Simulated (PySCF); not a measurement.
Gas-phase reaction: 2 SnCl2 + 4 H = SnCl4 + SnH4

Method: PySCF energies plus ideal-gas RRHO corrections (1 bar). † marks an energy on the PBE0/def2-TZVP geometry and frequencies. CCSD(T) freezes the core. Open shells (unrestricted): H (multiplicity 2); the rest are closed-shell singlets. Sn: scalar-relativistic def2 core potential, no spin-orbit coupling. CCSD(T) isn't extrapolated to the basis-set limit.

r2SCAN/def2-TZVP† gives ΔH°(298 K) = -771 kJ.

Problem. What do CCSD(T)/def2-SVP†, HF/def2-TZVP†, ωB97M-V/def2-TZVP† give?

Solution. CCSD(T)/def2-SVP†: -788 kJ; HF/def2-TZVP†: -596 kJ; ωB97M-V/def2-TZVP†: -794 kJ. For scale, ΔH°(298 K) is -771 kJ at this level, -794 kJ at ωB97M-V/def2-TZVP†, and runs from -860 to -596 kJ over the 18 levels computed.
